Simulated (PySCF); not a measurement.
C3H6OSi, SMILES C#CC[SiH2]O, GFN2-xTB optimised geometry.

```
11

C      1.81     1.07     0.00
C      0.61     1.07     0.00
C     -0.83     1.00    -0.02
Si    -1.43    -0.50    -1.05
O     -0.77    -1.88    -0.49
H      2.85     1.11     0.01
H     -1.22     1.93    -0.43
H     -1.19     0.92     1.01
H     -2.85    -0.73    -0.84
H     -1.07    -0.28    -2.45
H      0.17    -1.93    -0.29
```

Density from PySCF 2.14.0 with CAM-B3LYP/def2-TZVP at that geometry.

Minimum of the electron density along straight lines between bonded atoms, close to the bond critical point (lines longer than 1.1 times the sum of covalent radii, or with two minima, are not listed):

```json
[
 {"bond": "C1–C2", "length / Å": "1.198", "ρ at the minimum / e bohr⁻³": "0.422", "∇²ρ there / e bohr⁻⁵": "-1.22", "position (fraction from the first atom)": "0.48"},
 {"bond": "C2–C3", "length / Å": "1.442", "ρ at the minimum / e bohr⁻³": "0.278", "∇²ρ there / e bohr⁻⁵": "-0.77", "position (fraction from the first atom)": "0.54"},
 {"bond": "C3–Si4", "length / Å": "1.917", "ρ at the minimum / e bohr⁻³": "0.115", "∇²ρ there / e bohr⁻⁵": "0.12", "position (fraction from the first atom)": "0.61"},
 {"bond": "Si4–O5", "length / Å": "1.624", "ρ at the minimum / e bohr⁻³": "?", "∇²ρ there / e bohr⁻⁵": "?", "position (fraction from the first atom)": "0.41"},
 {"bond": "C1–H6", "length / Å": "1.049", "ρ at the minimum / e bohr⁻³": "0.300", "∇²ρ there / e bohr⁻⁵": "-1.15", "position (fraction from the first atom)": "0.66"},
 {"bond": "C3–H7", "length / Å": "1.091", "ρ at the minimum / e bohr⁻³": "0.275", "∇²ρ there / e bohr⁻⁵": "-0.93", "position (fraction from the first atom)": "0.64"},
 {"bond": "C3–H8", "length / Å": "1.093", "ρ at the minimum / e bohr⁻³": "0.274", "∇²ρ there / e bohr⁻⁵": "-0.93", "position (fraction from the first atom)": "0.64"},
 {"bond": "Si4–H9", "length / Å": "1.456", "ρ at the minimum / e bohr⁻³": "0.130", "∇²ρ there / e bohr⁻⁵": "0.17", "position (fraction from the first atom)": "0.49"},
 {"bond": "Si4–H10", "length / Å": "1.464", "ρ at the minimum / e bohr⁻³": "0.128", "∇²ρ there / e bohr⁻⁵": "0.16", "position (fraction from the first atom)": "0.49"},
 {"bond": "O5–H11", "length / Å": "0.954", "ρ at the minimum / e bohr⁻³": "0.359", "∇²ρ there / e bohr⁻⁵": "?", "position (fraction from the first atom)": "0.81"}
]
```

Task: Complete the blanks.

Result: 
- Si4–O5, ρ at the minimum / e bohr⁻³: 0.144
- Si4–O5, ∇²ρ there / e bohr⁻⁵: 0.89
- O5–H11, ∇²ρ there / e bohr⁻⁵: -2.49
